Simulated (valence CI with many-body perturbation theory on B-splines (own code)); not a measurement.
## Hyperfine factors and g values of Au⁷²⁺

Computed by configuration interaction combined with many-body perturbation theory (CI+MBPT): five valence electrons over a frozen Dirac-Fock core [He], a basis of 9 s, 9 p, 8 d, 6 f, 3 g, 1 h functions for each j, with the one-electron correlation potential Σ1 (screened to all orders), the two-electron term Σ2, the three-electron term Σ3, Breit, model QED; selected single and double excitations, second order for the rest (own B-spline code, finite nucleus).

The last digits are not significant, and no measured levels were compared; by estimate large intervals hold to a few tenths of a per cent, small ones and those within an open d or f shell to about a per cent. Among the levels kept, up to 1100 cm⁻¹ of a level comes from second order outside the variational space, and about a tenth of that is noise between levels of different J, which matters for small intervals.

A/g_I is the dipole constant over the nuclear g factor μ/I (μ in nuclear magnetons, uniformly magnetised nucleus), B/Q the quadrupole constant per barn. Both hold the static response of the core; the bare values leave it out. Large factors of s and p1/2 electrons are usually good to 5 to 10 %; those of open d and f shells near neutrality can be off by tens of per cent, and small factors of p3/2, d and f electrons come from cancelling terms and can be off by a factor of two or in sign, in half-filled shells by more. B is blank for J = 1/2, where it vanishes, and for nearly pure S terms. Energies count from the lowest level.

Levels are named by their leading jj configuration (3d3/2^4 stands for four electrons in 3d with j = 3/2), which in mixed levels can hold well under half, so a name can repeat and another be missing. Letters in brackets count levels of one name in rising energy.

```
                             Level  E (eV)      g  A/g_I (MHz)  A/g_I bare  B/Q (MHz/b)  B/Q bare
        (2s^2 2p1/2^2 2p3/2) J=3/2       0  1.304      1020000     1040000      2010000   2020000
        (2s^2 2p1/2 2p3/2^2) J=3/2    1887  1.429      -824000     -791000        89100     89200
        (2s^2 2p1/2 2p3/2^2) J=5/2    1911  1.156      2890000     2900000        -5070     -5080
        (2s^2 2p1/2 2p3/2^2) J=1/2    1970  0.607     1.03e+07    1.03e+07                       
        (2s 2p1/2^2 2p3/2^2) J=5/2    2273  1.434      7000000     6960000       210000    211000
        (2s 2p1/2^2 2p3/2^2) J=1/2    2389  1.978     3.10e+07    3.06e+07                       
        (2s 2p1/2^2 2p3/2^2) J=3/2    2390  1.163     -4980000    -4880000      -179000   -179000
              (2s^2 2p3/2^3) J=3/2    3862  1.283      1050000     1070000     -2110000  -2110000
      (2s 2p1/2 2p3/2^3) J=3/2 [a]    4191  1.584      7090000     7050000     -1610000  -1610000
          (2s 2p1/2 2p3/2^3) J=5/2    4234  1.276      8910000     8850000     -2270000  -2270000
          (2s 2p1/2 2p3/2^3) J=1/2    4307  1.333    -1.21e+07   -1.19e+07                       
      (2s 2p1/2 2p3/2^3) J=3/2 [b]    4314  0.996       165000      217000      -689000   -690000
           (2p1/2^2 2p3/2^3) J=3/2    4739  1.293       983000     1030000     -2050000  -2050000
                (2s 2p3/2^4) J=1/2    6216  1.885     3.12e+07    3.09e+07                       
             (2p1/2 2p3/2^4) J=1/2    6660  0.607     1.04e+07    1.03e+07                       
           (2s^2 2p1/2^2 3s) J=1/2   10042  1.985      8920000     8850000                       
        (2s^2 2p1/2^2 3p1/2) J=1/2   10159  0.641      3070000     3060000                       
        (2s^2 2p1/2^2 3p3/2) J=3/2   10732  1.318       301000      309000       615000    615000
        (2s^2 2p1/2^2 3d3/2) J=3/2   10830  0.780       175000      175000       109000    110000
        (2s^2 2p1/2^2 3d5/2) J=5/2   10983  1.185        62400       62400       109000    110000
   (2s^2 2p1/2 2p3/2 3s) J=3/2 [a]   11949  1.647      1770000     1770000      1310000   1310000
       (2s^2 2p1/2 2p3/2 3s) J=1/2   11960  1.288     -4710000    -4640000                       
       (2s^2 2p1/2 2p3/2 3s) J=5/2   11968  1.297      4490000     4490000      1980000   1980000
   (2s^2 2p1/2 2p3/2 3s) J=3/2 [b]   11976  0.943      2620000     2640000      1160000   1160000
    (2s^2 2p1/2 2p3/2 3p1/2) J=1/2   12064  1.726     -2750000    -2700000                       
(2s^2 2p1/2 2p3/2 3p1/2) J=3/2 [a]   12070  1.119      2030000     2040000       409000    410000
    (2s^2 2p1/2 2p3/2 3p1/2) J=5/2   12083  1.033      3320000     3320000      1970000   1970000
(2s^2 2p1/2 2p3/2 3p1/2) J=3/2 [b]   12131  1.295      1580000     1600000      2010000   2010000
       (2s 2p1/2^2 2p3/2 3s) J=5/2   12289  1.578      8580000     8520000      2030000   2030000
   (2s 2p1/2^2 2p3/2 3s) J=3/2 [a]   12321  1.412      9620000     9560000      1100000   1110000
       (2s 2p1/2^2 2p3/2 3s) J=1/2   12394  0.824    -1.16e+07   -1.14e+07                       
   (2s 2p1/2^2 2p3/2 3s) J=3/2 [b]   12405  1.366     -2560000    -2490000      1470000   1470000
(2s 2p1/2^2 2p3/2 3p1/2) J=3/2 [a]   12417  1.645      9670000     9600000      1400000   1400000
    (2s 2p1/2^2 2p3/2 3p1/2) J=5/2   12417  1.316      7430000     7380000      1990000   2000000
    (2s 2p1/2^2 2p3/2 3p1/2) J=1/2   12512  1.257     -9650000    -9490000                       
(2s 2p1/2^2 2p3/2 3p1/2) J=3/2 [b]   12513  0.956     -3360000    -3290000      1150000   1150000
(2s^2 2p1/2 2p3/2 3p3/2) J=5/2 [a]   12628  1.402      -637000     -616000      2140000   2150000
(2s^2 2p1/2 2p3/2 3p3/2) J=1/2 [a]   12632  1.548     -2640000    -2610000                       
(2s^2 2p1/2 2p3/2 3p3/2) J=3/2 [a]   12637  1.114      3340000     3340000     -1280000  -1290000
    (2s^2 2p1/2 2p3/2 3p3/2) J=7/2   12643  1.208      2060000     2060000      2620000   2620000
```

Q: Take the isotope of mass number 197, with I = 3/2, μ = 0.1452 μN and Q = 0.547 b. What is the hyperfine structure of (2s^2 2p1/2 2p3/2^2) J=1/2?

A: From the table A = 999000 MHz. Shifts from the centre of gravity in MHz: F = 1: -1250000, F = 2: 749000.
